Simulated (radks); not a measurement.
Neutral aluminium, 13 electrons, occupied as [Ne] 3s2 3p1 (the NIST ground configuration). Method: non-relativistic Kohn-Sham, PBE, spin-polarised, spherical densities, point nucleus; open shells are filled with parallel spins first; computed with a radial shooting solver on a logarithmic mesh with Libxc functionals.

Unscreened Slater integrals over Kohn-Sham orbitals (cm^-1). They are taken over the spin-up orbitals.

integral,value
"F0(3p,3p)",58765
"F2(3p,3p)",29220
"F0(3p,3s)",66349
"G1(3p,3s)",41444
"F0(3p,2p)",81090
"F2(3p,2p)",9553.0
"G0(3p,2p)",3707.4
"G2(3p,2p)",3474.4
"F0(3p,2s)",80729
"G1(3p,2s)",2913.5
"F0(3s,3s)",77724
"F0(3s,2p)",103990
"G1(3s,2p)",6147.9
"F0(3s,2s)",103620
"G0(3s,2s)",4846.0
"F0(2p,2p)",335460
"F2(2p,2p)",152780
"F0(2p,2s)",324340
"G1(2p,2s)",194210
"F0(2s,2s)",317520

Derived for the open shells (J is the average intra-shell exchange parameter used in DFT+U). 3p: J = F2/5 = 5844 cm^-1.
